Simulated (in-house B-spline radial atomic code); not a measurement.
A fraction x of an electron is removed from 3p in As⁵⁺, starting from [Ar] 3d10 and keeping the highest spin. Method: non-relativistic BLYP, spin-polarised, spherical fractional occupations, point nucleus. Calculated with a radial B-spline atomic code at the basis-set limit.

```
   x  E(x) - E(0) (eV)  3p down level (eV)
   0            0.0000            -198.665
0.13           26.0685            -202.392
0.32           65.0439            -207.884
0.45                 ?                   ?
 0.5          102.9350            -213.136
0.52          107.2036            -213.722
0.63          130.8908            -216.957
0.86          181.5737            -223.775
0.93                 ?                   ?
   1          213.1948            -227.959
```

Task: What belongs in the row x = 0.45?

Result: An energy change of 92.3148 eV; 3p down at -211.673 eV.

Task: What belongs in the row x = 0.93?

Result: An energy change of 197.3110 eV; 3p down at -225.864 eV.

Task: Check Janak's theorem between x = 0.13 and 0.32.

Result: The slope of the energy is 205.13 eV; the orbital levels give 205.14 eV (-ε of the emptying orbital, averaged over the two points).
